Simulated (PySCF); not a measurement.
Z-matrix (Å, degrees):
```
C
H 1 1.0956
H 1 1.0956 2 105.90
C 1 1.5338 2 110.54 3 119.75
H 4 1.0956 1 110.54 2 63.08
H 4 1.0956 5 105.90 1 -119.75
Si 4 1.8781 5 108.41 6 -116.16
H 7 1.4888 4 111.48 5 57.26
H 7 1.4890 8 108.71 4 121.23
H 7 1.4890 8 108.71 9 117.55
Si 1 1.8781 2 108.41 3 -116.16
H 11 1.4888 1 111.48 2 57.26
H 11 1.4890 12 108.71 1 121.23
H 11 1.4890 12 108.71 13 117.55
```
Charge 0, spin multiplicity 1.

Question: What dipole moment, HOMO and total energy does PBE0-D3(BJ)/def2-TZVP in PySCF 2.14.0 give?

Answer: 
```json
{
  "dipole_moment": "0.00 D",
  "HOMO": "-8.01 eV",
  "total_energy": "-660.9084 Ha"
}
```
